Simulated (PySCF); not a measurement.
Gas-phase reaction: 2 GeH2F2 + 2 GeH3 + H2 ⇌ 4 GeH3F

Computed with PySCF and rigid-rotor harmonic-oscillator thermochemistry at 1 bar. † marks an energy on the PBE0/def2-TZVP geometry and frequencies; other levels use their own. MP2 and CCSD(T) freeze the core. 6-31G* has spherical d functions here. Open shells (unrestricted): GeH3 (multiplicity 2); the rest are closed-shell singlets. B3LYP is the form with VWN-RPA correlation. Ge: all electrons, no relativistic terms. GeH2F2, GeH3: computed as isolated molecules; such fragments, hydroxides, amides, oligomers or adducts are transient or little studied in the gas. MP2 isn't extrapolated to the basis-set limit; its ΔH°(298 K) is -228.4 kJ in def2-SVP and -239.9 kJ in def2-TZVPP. CCSD(T) isn't extrapolated to the basis-set limit; its ΔH°(298 K) is -231.0 kJ in def2-SVP and -240.3 kJ in def2-TZVPP. The harmonic model lacks anharmonicity and excited electronic states, which grow with temperature; levels with a mode under 35 cm⁻¹ are left out.

| level | ΔE electronic, kJ | ΔH°(298 K), kJ | ΔS°(298 K), J/K | ΔG°(800 K), kJ |
|---|---|---|---|---|
| B3LYP/6-31G* | -230 | -214 | -137 | -100 |
| B3LYP/def2-TZVP† | -249 | -232 | -136 | -118 |
| CCSD(T)/def2-TZVPP† | -257 | -240 | -136 | -126 |
| MP2/def2-SVP† | -245 | -228 | -136 | -114 |
| MP2/def2-TZVPP† | -257 | -240 | -136 | -126 |
| LDA/def2-TZVP† | -285 | -268 | -136 | -154 |
| ωB97X-V/def2-TZVP† | -273 | -257 | -136 | -143 |
ΔH° is lowest at LDA/def2-TZVP† and highest at B3LYP/6-31G*. No reference value is set beside these.
